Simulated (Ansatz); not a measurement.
Two structures of Si3H8S, singlet, reached by relaxing down either side of one saddle point (PBE0-D4/def2-TZVP). Energies are electronic, without zero-point energy. Program: Ansatz 0.2.0. Basis: def2-TZVPP and def2-QZVPP. Cores are frozen in the correlated methods. Extrapolation: Hartree–Fock as exp(−7.88 √X), correlation as X^−2.97. First:

```
atom    x (Å)    y (Å)    z (Å)
 Si1  -0.2235  -0.0184  -0.7132
 Si2   1.1358   1.5251   0.3979
  S3   1.0048  -1.4487  -1.7476
  H4   1.7625  -0.5362  -2.3799
  H5  -1.1261   0.6956  -1.6623
 Si6  -1.5088  -1.2545   0.7989
  H7   0.3159   2.5958   1.0281
  H8   2.0787   2.1508  -0.5697
  H9   1.9206   0.8286   1.4508
 H10  -2.4410  -0.3348   1.5050
 H11  -0.6203  -1.9043   1.7977
 H12  -2.2985  -2.2991   0.0945
```

Second:

Si1  (-0.430, -0.470, -1.236)
Si2  (1.440, 1.566, 0.329)
S3  (1.228, -1.121, -2.052)
H4  (0.018, 1.070, 0.138)
H5  (-1.285, 0.581, -1.861)
Si6  (-1.458, -1.525, 0.586)
H7  (1.350, 2.663, 1.328)
H8  (1.917, 2.065, -0.977)
H9  (2.231, 0.431, 0.848)
H10  (-2.434, -0.609, 1.236)
H11  (-0.406, -1.913, 1.558)
H12  (-2.171, -2.737, 0.103)
(Å)

Which bonds change from the first to the second?

Si₃H₈S ([SiH3][SiH]([SiH3])[SH]) → Si₂H₄S ([SiH3][SiH][S]) + SiH₄; bonds formed: Si2–H4; bonds broken: Si1–Si2, S3–H4.

Give the saddle point's structure and its height above each. (An estimate is asked for; the value comes from the calculation.)

By the calculation: 218.8 kJ/mol above the first and 114.3 kJ/mol above the second (CCSD(T) at an estimated basis limit (MP2 extrapolated from triple and quadruple zeta, plus CCSD(T) − MP2 in triple zeta)).
Si1  (-0.316, -0.296, -1.137)
Si2  (1.177, 1.300, 0.250)
S3  (0.950, -1.415, -2.273)
H4  (1.272, 0.037, -1.054)
H5  (-1.096, 0.828, -1.734)
Si6  (-1.329, -1.179, 0.787)
H7  (0.040, 2.207, 0.564)
H8  (2.276, 2.063, -0.393)
H9  (1.656, 0.598, 1.464)
H10  (-1.932, -0.109, 1.626)
H11  (-0.304, -1.918, 1.565)
H12  (-2.394, -2.115, 0.335)
(Å)

The T1 diagnostic stays at or below 0.018.

Labels in which every atom is bracketed show which atoms are joined, not bond orders.

For scale, one of the runs: CCSD(T)/def2-TZVPP, 280 basis functions, launched by `ansatz run in.yaml --threads 4 --pin off --events-out ev --progress --plain --max-ram 9574MiB`. The run took 2.4 min on 4 CPU threads of an Intel Xeon (shared host), with 6.8 GiB of host memory at its peak.
